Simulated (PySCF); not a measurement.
## Dipole response of Os (osmium, neutral)

[Xe] 4f14 5d6 6s2, high-spin 5D determinant. Computed with PySCF 2.14 in aug-cc-pwCVDZ-PP with ECP60MDF, with a scalar-relativistic core potential. Coupled (time-dependent) response in atomic units; α is the mean over directions. A double-zeta set is small for polarisabilities.

```tsv
method	mean α (bohr³)	α xx, yy, zz	C₆ (like pair)	S(−4)
UHF	76.64	77.26, 77.26, 75.38	860.4	4045
PBE	53.48	51.85, 51.85, 56.76	579.5	1164
PBE0	56.95	56.13, 56.13, 58.57	627.7	1360
```

S(−4) is the Cauchy moment in α(ω) = α(0) + S(−4) ω² + …

Reference α: 57 ± 3 bohr³ (recommended; Schwerdtfeger and Nagle, table of static dipole polarizabilities (2023 update)). Published C₆: 584.0 (Gould and Bucko (2016)).

Spin-orbit coupling is absent.

Hartree-Fock lies above the reference because it lacks correlation, which contracts the outer shell.

α(iu) at PBE0:

```csv
u (hartree),α(iu) (bohr³)
0,56.95
0.0500,53.83
0.100,46.81
0.200,32.72
0.300,23.42
0.500,14.13
0.750,9.145
1.00,6.565
1.50,3.922
2.00,2.619
3.00,1.403
5.00,0.5867
```

A single London oscillator, α(iu) = α/(1 + u²/ω²), gives C₆ = (3/4) ω α². Matching the computed C₆ needs ω = 4 × 627.7 / (3 × 56.95²) = 0.258 hartree.

The components differ because the open shell of this determinant is not spherical; for a pure term their mean is the scalar polarisability.

Energies and moments cover only the electrons outside the core potential. Spin-orbit coupling, absent here, splits the open shell strongly.
